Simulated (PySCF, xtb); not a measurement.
Si(H)(Et)(OH)2 (C₂H₈O₂Si), SMILES C([SiH](O)O)C.

GFN2-xTB in xtb 6.7.1 at its own geometry gives an orbital gap of 7.03 eV and a dipole moment of 1.62 D.

Coordinates come from a PBE0-D3(BJ)/def2-SVP optimisation. The values are those of a single conformer.

Problem. What does r2SCAN/def2-TZVP (PySCF) give? (The exact figures need the calculation; the answer reports its results.)

Solution. gap 7.53 eV (levels -7.20 and 0.33 eV), dipole 1.85 D.
